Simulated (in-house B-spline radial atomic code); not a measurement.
How numerical settings move a run on Br, [Ar] 3d10 4s2 4p5. Computed with an all-electron radial atomic-structure program (B-spline basis): Dirac-Hartree-Fock, average of configuration, Fermi nucleus of rms radius 4.1629 fm.

Command:
```bash
python run_scf.py task.json out
```
Settings of the sound reference run:
```
Z                35
electrons        35
configuration    [Ar] 3d10 4s2 4p5
hamiltonian      dirac
method           hf
spin_polarised   False
nucleus          fermi
rms_radius       4.1629
mass_number      79
atomic_mass      78.91834
speed_of_light   137.036
knot_spacing     0.22
spline_order     8
gauss_points     12
box_radius       50
max_iterations   70
damping          0.5
damped_steps     3
diis_vectors     10
tolerance        1e-08
start            Thomas-Fermi
```

Time taken, with all properties: 2.1 s on 1 thread of Arm Neoverse N1 (shared host).

It converges in 10 iterations to -2605.023394 hartree, with 4p3/2 at -12.2256 eV. The other runs change the listed settings, some to values that make no sense; their results aren't properties of the atom or ion. Radii are in bohr (the nuclear one in fm), a minus after a letter asks for a j subshell, and «unchanged» means within 1e-8 hartree. The run stops when the residual is below 10 × tolerance × max(1, Z/10), or a noise floor if that is larger, and the energy moves by less than 1e-8 × √|E| hartree; so very loose and very tight tolerances often act alike.

```tsv
changed settings	outcome
spline_order = 7, gauss_points = 5, max_iterations = 75, diis_vectors = 20, start = bare nucleus	converged in 12 iterations, energy +8.56e-08 hartree from the reference, 4p3/2 level -4.5e-06 eV
method = revtpss,revtpss	stopped with error: meta-GGAs are not served with the Dirac Hamiltonian
spline_order = 6, max_iterations = 100, damped_steps = 8, diis_vectors = 0	converged in 23 iterations, energy +1.40e-06 hartree from the reference, 4p3/2 level -5.7e-06 eV
spline_order = 7, max_iterations = 60, tolerance = 1e-13	converged in 11 iterations, energy +9.12e-08 hartree from the reference, 4p3/2 level -4.3e-06 eV
spline_order = 3	converged in 9 iterations, energy +6.20e-02 hartree from the reference, 4p3/2 level -1.3e-03 eV
first_knot = 2.86e-06	converged in 9 iterations, energy unchanged, 4p3/2 level -1.1e-05 eV
first_knot = 0.0857	converged in 10 iterations, energy +6.94e+00 hartree from the reference, 4p3/2 level +2.2e-01 eV
tolerance = 1e-13	converged in 10 iterations, energy unchanged
first_knot = 0.00857, max_iterations = 5	not converged after 5 iterations, last residual 1.4e-03, last energy +1.91e-02 hartree from the reference
spline_order = 6	converged in 10 iterations, energy +1.40e-06 hartree from the reference
spline_order = 5	converged in 10 iterations, energy +2.95e-05 hartree from the reference, 4p3/2 level -1.0e-06 eV
first_knot = 2.86e-05	converged in 10 iterations, energy +1.82e-08 hartree from the reference
first_knot = 0.00286	converged in 10 iterations, energy +2.89e-03 hartree from the reference, 4p3/2 level +6.6e-05 eV
spline_order = 10	converged in 10 iterations, energy -1.16e-08 hartree from the reference
tolerance = 1e-06	converged in 8 iterations, energy unchanged, 4p3/2 level +1.7e-04 eV
```

(1) What happens with first_knot = 0.0286?

(2) What happens with electrons = 43, configuration = [Ar] 3d10 4s2 4p5 6s2 6p6, max_iterations = 75?

(3) What happens with max_iterations = 75, damping = 0.2, tolerance = 0.0001?

(4) What happens with spline_order = 7?

Answers

(1) Converged in 10 iterations, energy +4.79e-01 hartree from the reference, 4p3/2 level +1.2e-02 eV.

(2) Not converged after 75 iterations, last residual 1.4e-03.

(3) Converged in 8 iterations, energy unchanged, 4p3/2 level +2.4e-05 eV.

(4) Converged in 10 iterations, energy +9.12e-08 hartree from the reference.
